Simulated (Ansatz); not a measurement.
A nudged elastic band was laid between two geometries of CH5BrOSi (9 atoms, charge 0, multiplicity 1).

These are results of RKS PBE0/def2-mTZVP (Ansatz), not measurements.

```
movable images  : 7
climbing image  : yes
spring          : 5.0 eV/Å²
optimiser       : quadratic models (default)
start path      : through a guess of the saddle point
force threshold : 0.03 eV/Å
iteration limit : 46
end points      : relaxed
```

Image 0:

```xyz
9
Properties=species:S:1:pos:R:3
O 0.482 1.498 -0.511
C -0.416 0.499 -0.214
Si 0.482 -0.966 0.607
Br -1.301 -0.227 -1.873
H 0.009 2.272 -0.846
H -1.276 0.854 0.357
H 1.513 -1.481 -0.324
H -0.522 -2.010 0.925
H 1.118 -0.484 1.862
```

Image 8:

```xyz
9
Properties=species:S:1:pos:R:3
O -0.057 1.641 0.160
C -0.408 0.417 -0.359
Si 0.454 -0.978 0.610
Br 0.173 0.226 -2.279
H -0.564 2.338 -0.278
H -1.488 0.281 -0.441
H 0.036 -2.277 0.029
H 0.022 -0.901 2.032
H 1.921 -0.793 0.510
```

(1) What changes between the two ends?

(2) Give the energies along the band, and the barrier.

(3) What is the geometry of the highest image?

(4) What are the harmonic wavenumbers there?

## Answers

(1) No bond is made or broken. The dihedral Br4–C2–Si3–H7 goes from 62 to -59°. The two ends are copies of one structure, up to a mirror image or an exchange of like atoms.

(2) The run converged. The highest image is number 4 of 0 to 8, 0.102 eV above the ends, which have the same energy within 2 meV. A vibrational analysis at the climbing image gives one clearly imaginary mode, 145i cm⁻¹: a first-order saddle point.

```
image  path coordinate (Å)  energy (eV)  dihedral Br4–C2–Si3–H7 (°)
    0                 0.00        0.000                          62
    1                 0.47        0.015                          47
    2                 0.95        0.052                          32
    3                 1.42        0.087                          17
    4                 1.89        0.102                           2
    5                 2.38        0.088                         -14
    6                 2.87        0.052                         -29
    7                 3.35        0.016                         -44
    8                 3.84        0.000                         -59
```

(3) 
```xyz
9
Properties=species:S:1:pos:R:3
O 0.250 1.627 -0.099
C -0.420 0.442 -0.316
Si 0.476 -0.985 0.605
Br -0.549 0.014 -2.277
H -0.267 2.358 -0.463
H -1.475 0.505 -0.043
H 0.912 -2.047 -0.331
H -0.481 -1.554 1.592
H 1.643 -0.406 1.317
```

(4) 145i, 175, 283, 315, 436, 504, 632, 683, 737, 922, 939, 947, 1113, 1183, 1278, 1428, 2234, 2255, 2273, 3090, 3807 cm⁻¹.

Time of the run: 3.2 min on 2 threads of Arm Neoverse V2 (shared host), peak memory 0.29 GiB.
